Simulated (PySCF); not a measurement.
SMILES B[SiH2][SiH2][Si](Cl)(Cl)Cl (H₆BCl₃Si₃), singlet, GFN2-xTB optimised geometry.

```
13

B      1.79    -1.17     0.00
Si    -0.15    -1.17     0.00
Si    -0.94     1.05     0.00
Si    -0.30     2.22     1.90
Cl    -0.89     1.25     3.60
Cl    -0.95     4.13     2.09
Cl     1.74     2.30     1.98
H      2.40    -1.17     1.00
H      2.40    -1.13    -1.00
H     -0.81    -1.82    -1.15
H     -0.81    -1.82     1.15
H     -0.44     1.82    -1.15
H     -2.40     1.17    -0.12
```

Density from PBE/def2-TZVP (PySCF) at that geometry.

Minimum of the electron density along straight lines between bonded atoms, close to the bond critical point (lines longer than 1.1 times the sum of covalent radii, or with two minima, are not listed):

| bond | length / Å | ρ at the minimum / e bohr⁻³ | ∇²ρ there / e bohr⁻⁵ | position (fraction from the first atom) |
|---|---|---|---|---|
| B1–Si2 | 1.943 | 0.119 | -0.02 | 0.61 |
| Si2–Si3 | 2.353 | 0.085 | -0.13 | 0.45 |
| Si3–Si4 | 2.323 | 0.093 | -0.14 | 0.38 |
| Si4–Cl5 | 2.038 | 0.104 | 0.22 | 0.37 |
| Si4–Cl6 | 2.027 | 0.105 | 0.23 | 0.37 |
| Si4–Cl7 | 2.046 | 0.102 | 0.21 | 0.37 |
| B1–H8 | 1.169 | 0.193 | -0.41 | 0.45 |
| B1–H9 | 1.170 | 0.193 | -0.40 | 0.45 |
| Si2–H10 | 1.476 | 0.119 | 0.16 | 0.50 |
| Si2–H11 | 1.476 | 0.120 | 0.17 | 0.50 |
| Si3–H12 | 1.472 | 0.121 | 0.16 | 0.50 |
| Si3–H13 | 1.470 | 0.121 | 0.17 | 0.50 |
